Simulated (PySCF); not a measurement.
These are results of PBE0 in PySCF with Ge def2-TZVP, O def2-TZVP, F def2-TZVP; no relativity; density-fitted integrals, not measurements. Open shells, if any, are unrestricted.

**Question.** What shape and geometry does isolated singlet GeOF2 take (every ligand bound to Ge)?

**Answer.** Counting electrons, germanium keeps none of its valence electrons outside its bonds, so the VSEPR class is AX3 and the expected shape is trigonal planar; with unlike ligands the computed point group is C2v. The lowest minimum found is a singlet of C2v symmetry with Ge–F 1.702 Å (×2), Ge–O 1.618 Å; F–Ge–F 101.1°, F–Ge–O 129.4° (×2). Its harmonic wavenumbers are 224 (b1), 229 (b2), 259 (a1), 737 (a1), 754 (b2), 1022 (a1) cm⁻¹ and its dipole moment is 1.53 D.

Only a few start shapes were tried, so a lower isomer may exist.
